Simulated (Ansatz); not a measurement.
`B[C]1=[CH][InH]1`, 8 atoms. The species carries charge 0 and has multiplicity 1. Correlated methods include outer-core shells of In, which these sets cover unevenly. In: def2 effective core potential. All runs use 2 threads of an Arm Neoverse V1 on a shared host. Correlated methods freeze the cores.

Q: Give the basis size and wall time and peak host memory of each of these runs in Ansatz. RKS PBE0-D4/def2-TZVP frequencies; RHF-CCSD(T)/def2-TZVPP energy; RKS PBE0-D4/def2-TZVP relaxation (8 steps); RKS SPW92 (LDA)/def2-TZVPP energy; RKS PBE-D4/def2-TZVPP energy and forces; RKS ωB97M-V/def2-SVP energy; RKS PBE0-D4/def2-QZVPP energy; RKS PBE0-D4/def2-SVP energy; RHF-CCSD(T)/def2-SVP energy; RKS PBE-QIDH (frozen core)/def2-TZVPP energy; direct RPA on PBE orbitals/def2-TZVPP energy; RHF-MP2/def2-QZVPP energy. (Best estimate.)

A: The calculation gave: Other jobs shared the machine, so times are rough.

```csv
level,job,functions,wall time,peak host memory (GiB)
RKS PBE0-D4/def2-SVP,energy,88,1.4 s,0.37
RKS SPW92 (LDA)/def2-TZVPP,energy,199,2.3 s,0.21
RKS PBE-D4/def2-TZVPP,energy and forces,199,3.8 s,0.22
RKS ωB97M-V/def2-SVP,energy,88,5.5 s,0.37
RHF-CCSD(T)/def2-SVP,energy,88,6 s,0.37
RKS PBE-QIDH (frozen core)/def2-TZVPP,energy,199,9 s,0.47
direct RPA on PBE orbitals/def2-TZVPP,energy,199,9.5 s,0.48
RKS PBE0-D4/def2-QZVPP,energy,373,9.5 s,0.98
RHF-MP2/def2-QZVPP,energy,373,35 s,1.7
RKS PBE0-D4/def2-TZVP,relaxation (8 steps),167,45 s,0.37
RHF-CCSD(T)/def2-TZVPP,energy,199,2.1 min,2.7
RKS PBE0-D4/def2-TZVP,frequencies,167,2.8 min,0.39
```
